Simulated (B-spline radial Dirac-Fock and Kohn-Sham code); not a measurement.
# Core-hole lifetimes of Cr⁴⁺

System: chromium as Cr⁴⁺, configuration [Ar] 3d2, inside a Watson sphere of charge -4 and radius 1.8 Å (a model of the Madelung potential; inside it an electron's potential energy is raised by 32.0 eV).

The run's input, task.json:

```json
{"items": [{
  "Z": 24,
  "q": 4,
  "cfg": [[1, 0, 2], [2, 0, 2], [2, 1, 6], [3, 0, 2], [3, 1, 6], [3, 2, 2]],
  "A": 52,
  "rrms": 3.6452,
  "watson": [-4, 1.8],
  "do": ["binding", "quiet", "decay"],
  "holes": ["K", "L1", "L2", "L3", "M1", "M2", "M3"]
}]}
```

Launch: `python xray_run.py task.json out`

Calculated with a radial atomic solver, using one-electron (LDA, Dirac) transition rates at Dirac-Fock energies.

Partial widths are in eV. Coster-Kronig decay leaves a hole in the same principal shell; its rates are the weakest part of the model, often 1.5 to 2.5 times too large and more for N holes. Holes without an open Auger channel, or with an unreliable SCF state, are not listed.

```tsv
hole	radiative	Auger	Coster-Kronig	total	fluorescence yield	lifetime (fs)
1s	0.292	0.740	0	1.03	0.283	0.638
2s	0.00214	0.242	3.87	4.11	0.000520	0.160
2p1/2	0.000686	0.315	0	0.316	0.00217	2.08
2p3/2	0.000686	0.319	0	0.320	0.00215	2.06
3s	2.51e-05	0	0.00600	0.00602	0.00417	109
```
